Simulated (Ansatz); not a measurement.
# Four-centre ligand exchange

Start structure (SiAsN2H9, singlet), relaxed at PBE0-D4/def2-TZVP:

```json
{"atom": "Si1", "x (Å)": "-1.2573", "y (Å)": "-0.9722", "z (Å)": "0.2723"}
{"atom": "N2", "x (Å)": "0.1297", "y (Å)": "-0.6916", "z (Å)": "1.2481"}
{"atom": "H3", "x (Å)": "-0.7534", "y (Å)": "-1.9040", "z (Å)": "-0.7795"}
{"atom": "H4", "x (Å)": "-2.4287", "y (Å)": "-1.6217", "z (Å)": "0.9314"}
{"atom": "N5", "x (Å)": "-1.8540", "y (Å)": "0.5445", "z (Å)": "-0.2390"}
{"atom": "H6", "x (Å)": "2.4090", "y (Å)": "1.4968", "z (Å)": "0.3002"}
{"atom": "As7", "x (Å)": "1.7526", "y (Å)": "1.2207", "z (Å)": "-1.0399"}
{"atom": "H8", "x (Å)": "0.8076", "y (Å)": "-1.4267", "z (Å)": "1.3703"}
{"atom": "H9", "x (Å)": "0.0552", "y (Å)": "-0.1192", "z (Å)": "2.0745"}
{"atom": "H10", "x (Å)": "-1.2743", "y (Å)": "1.1687", "z (Å)": "-0.7778"}
{"atom": "H11", "x (Å)": "-2.8342", "y (Å)": "0.6724", "z (Å)": "-0.4246"}
{"atom": "H12", "x (Å)": "2.3243", "y (Å)": "-0.1831", "z (Å)": "-1.1191"}
{"atom": "H13", "x (Å)": "2.9235", "y (Å)": "1.8154", "z (Å)": "-1.8167"}
```

The step: SiN₂H₆ ([NH2][SiH2][NH2]) + AsH₃ → SiAsNH₆ ([NH2][SiH2][AsH2]) + NH₃; bonds formed: Si1–As7, N2–H6; bonds broken: Si1–N2, H6–As7. Ansatz 0.2.0; basis: def2-TZVPP and def2-QZVPP; cores frozen in the correlated methods. Filled d shells of the heavier atoms are correlated. The def2 sets are not built for correlating such inner shells, so the correlated values are less sure here. Extrapolation: Hartree–Fock as exp(−7.88 √X), correlation as X^−2.97. Energies below are by CCSD(T) at an estimated basis limit (MP2 extrapolated from triple and quadruple zeta, plus CCSD(T) − MP2 in triple zeta).

What are the electronic barrier and the energy of the step, from the start structure to the end structure? (An estimate is asked for; the value comes from the calculation.)

The calculation gives: Barrier 32.10 kcal/mol; step energy 8.55 kcal/mol (uphill); reverse barrier, their difference, 23.55 kcal/mol. Barrier and step energy count from the start structure, the reverse barrier from the end structure.

The saddle point: One imaginary mode of 253i cm⁻¹.
| pair | start (Å) | saddle (Å) | end (Å) |
| --- | --- | --- | --- |
| Si1–As7 | 3.95 | 3.17 | 2.36 |
| N2–H6 | 3.30 | 1.10 | 1.01 |
| Si1–N2 | 1.72 | 1.86 | 3.19 |
| H6–As7 | 1.52 | 2.20 | 4.10 |

Zero-point energy (harmonic, PBE0-D4): ZPE is 58.28 kcal/mol at the start and 59.43 kcal/mol at the saddle, so the barrier goes from 32.10 to 33.25 kcal/mol.

The T1 diagnostic stays at or below 0.012.

Labels in which every atom is bracketed show which atoms are joined, not bond orders.

For scale, one of the runs: CCSD(T)/def2-TZVPP, 278 basis functions, launched by `ansatz run in.yaml --threads 8 --pin off --events-out ev --progress --plain --max-ram 19148MiB`. The run took 3.2 min on 8 CPU threads of an Arm Neoverse V2 (shared host), with 7.8 GiB of host memory at its peak.
